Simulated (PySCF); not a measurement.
## Electron correlation in As⁺ (arsenic, charge +1)

[Ar] 3d10 4s2 4p2, high-spin 3P determinant. All numbers are calculated (PySCF 2.14, a scalar-relativistic core potential, in cc-pVTZ-PP with ECP10MDF (5s4p3d1f, 39 functions)). Frozen: 3s2 3p6 3d10; 4 electrons correlated.

MP2 pair energies summed by pair of shells (mhartree):

```csv
pair,energy,share (%)
4s-4p,-33.36,61.7
4s-4s,-15.42,28.5
4p-4p,-5.26,9.7
```

Total MP2 correlation energy: -54.04 mhartree.

Same-spin part -8.99 and opposite-spin part -45.05 mhartree; SCS-MP2 scales them by 1/3 and 6/5 to -57.06 mhartree.

```tsv
level	correlation energy (mhartree)
CCSD	-69.43
(T)	-1.63
CCSD(T)	-71.06
```

Diagnostics: T1 = 0.0075, D1 = 0.0196, largest double amplitude 0.091.

Cost of the coupled-cluster step: 0.28 s of wall time on 1 thread of Intel(R) Xeon(R) Platinum 8375C CPU @ 2.90GHz (shared host), for 4 correlated electrons.
